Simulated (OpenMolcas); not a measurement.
Co3+ (d6) in a complex was computed by SS-CASPT2, IPEA 0.25 Eh, imaginary shift 0.1 Eh with the d shell active (OpenMolcas, ANO-RCC-VDZP on the metal). Its lowest spin-free states, and all those of the highest spin:

```tsv
2S+1	Degeneracy	E (cm-1)
3	1	0
3	2	320
5	1	2100
3	1	2850
5	2	5130
3	2	7070
1	1	7150
1	1	7550
1	2	10950
5	1	11170
1	1	12070
1	2	14200
5	1	32960
```

Question: Is the site octahedral, tetrahedral or cube-like, axial, or of lower symmetry?

Answer: The states with 2S+1 = 5 have orbital degeneracies 1, 2, 1, 1. There are pairs but no triples, so the site is axial: not cubic, but with a proper or improper axis of order three or more. The run had Co3+ with 4 ligands (fluoride) in square-planar coordination (D4h) at 1.79 Å. A charge of +0.25 e stands 2.6 Å behind each ligand. Ligand basis ANO-RCC-VDZP.

Over all roots computed the reference weight is 0.71 to 0.77; the roots of lowest weight are the least certain, and an intruder state may touch them. Spin-orbit coupling mixes the spin-free states strongly: the lowest level takes only 62 % from its leading state, 2S+1 = 3. This shell can be high or low spin here, a state of another spin lies low, and with metal d orbitals alone active their balance is uncertain, so the ground spin may be wrong, although the usual error favours high spin. The least metal-like active orbital is 84 % on the metal (Löwdin) and no ligand orbital is active, so the numbers are rough. A single d shell leaves out the double-shell effect, which counts most for late 3d ions, where the CASPT2 field can be off either way by tens of per cent. Ligand-to-metal charge-transfer states are missing. With no ligand orbital active B as a rule stays too high, so bands that hang on it stand too high and its fall with covalency is understated. No measured value stands beside these numbers; the geometry was imposed, not optimised, and the real ion may take another.
